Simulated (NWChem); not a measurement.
SiH2SF2; SMILES F[SiH](S)F

```xyz
6

Si     0.0185     0.4794     0.3041
F     -1.3401     1.1405    -0.2205
F      1.2445     1.2787    -0.3478
S     -0.0327    -1.5454    -0.3533
H      0.1226     0.6274     1.7673
H      1.1529    -1.8784     0.2040
```
Atoms are numbered in this order, from 1.

Geometry: optimised at B3LYP/6-31G* (spherical d).

Q: Give the principal values of the shielding tensors (ppm) of Si1, F2, F3, S4 from B3LYP/6-311G** (spherical d), GIAO (NWChem), with their diamagnetic and paramagnetic parts as GIAO splits them.

A: 
```csv
atom,σ11,σ22,σ33,isotropic,diamagnetic,paramagnetic
Si1,312.8,348.7,390.9,350.8,878.8,-528.0
F2,244.2,327.6,373.8,315.2,471.0,-155.7
F3,220.2,291.9,355.2,289.1,472.3,-183.2
S4,569.2,605.6,773.6,649.4,1057.1,-407.7
```
